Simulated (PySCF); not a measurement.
GaH3Se2.

```xyz
6

Ga     0.0000     0.0000    -0.7982
H      0.0000     0.0000    -2.3601
Se     0.0000    -2.0408     0.3492
H      0.0000    -1.4061     1.6815
Se     0.0000     2.0408     0.3492
H      0.0000     1.4061     1.6815
```
Charge 0, spin multiplicity 1.

Geometry: B3LYP-D3(BJ)/def2-SVP. The structure was generated by enumeration; whether it is a known compound was not checked. The values are those of a single conformer.

The numbers are results of PBE/pcSseg-1 run with PySCF, not measurements. Non-relativistic, no solvent.

Q: Give the absolute GIAO shielding of each atom: isotropic value and principal components (ppm). (Estimate from the structure and the level; the computed values follow.)

A: 
| atom | σ(iso) | σ11 | σ22 | σ33 | span |
|---|---|---|---|---|---|
| Ga1 | 1083.9 | 951.1 | 1038.8 | 1261.8 | 310.7 |
| H2 | 24.5 | 18.6 | 19.0 | 36.0 | 17.4 |
| Se3 | 1744.9 | 1414.6 | 1764.9 | 2055.4 | 640.8 |
| H4 | 29.7 | 20.7 | 27.4 | 41.0 | 20.3 |
| Se5 | 1744.9 | 1414.6 | 1764.9 | 2055.4 | 640.8 |
| H6 | 29.7 | 20.7 | 27.4 | 41.0 | 20.3 |
